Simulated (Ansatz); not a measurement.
Ansatz (a quantum-chemistry and plane-wave program) input (BLYP/6-31G*):

Ansatz 0.2 input:
```yaml
crystal:
  periodic: [false, false, false]
  atoms:
    - {symbol: K, position_ang: [-0.00000000, -0.00000000, -2.51529500]}
    - {symbol: K, position_ang: [0.00000000, 0.00000000, 2.51529500]}
basis:
  gaussian:
    orbitals: 6-31G*
hamiltonian:
  xc: {name: BLYP}
total_charge: 1
magnetization: {spin_polarized: true, initial_magnetization: 1}
output: {forces: true}
```

Output:

```
Functional definition: BLYP
integrals: 0.03 GiB planned
772 factors; their error is unknown
mean field: 0.21 GiB planned
mean field evaluation 1: about -32643.1254 eV, gradient 2.7e0 eV
mean field evaluation 2: about -32643.1288 eV, gradient 2.9e0 eV
mean field evaluation 4: about -32643.1689 eV, gradient 6.1e-2 eV
mean field evaluation 8: about -32643.1422 eV, gradient 1.1e-3 eV
mean field evaluation 16: about -32642.1900 eV, gradient 1.2e-3 eV
mean field -32643.14217203 eV, -1199.6133485058 hartree, gradient 1.3e-5 eV, S^2 0.750008; 3 other end points of the search recorded, 0 dependent functions left out
the calculation of the forces begins
reference -32643.14249369 eV, -1199.6133603266 hartree; 19, 18 occupied and 51, 52 virtual orbitals, 772 factors
Total energy: -32643.14249369 eV, -1199.6133603266 hartree
Atom 0 at    -0.000000    -0.000000    -2.515295 Å, force     0.000000     0.000000     0.071274 eV/Å
Atom 1 at     0.000000     0.000000     2.515295 Å, force    -0.000000     0.000000    -0.071274 eV/Å
Dipole moment:     0.000000    -0.000000     0.000000 e Å
```

The dipole moment of an ion depends on the origin.

The geometry given is a B3LYP-D3(BJ)/def2-TZVP minimum.
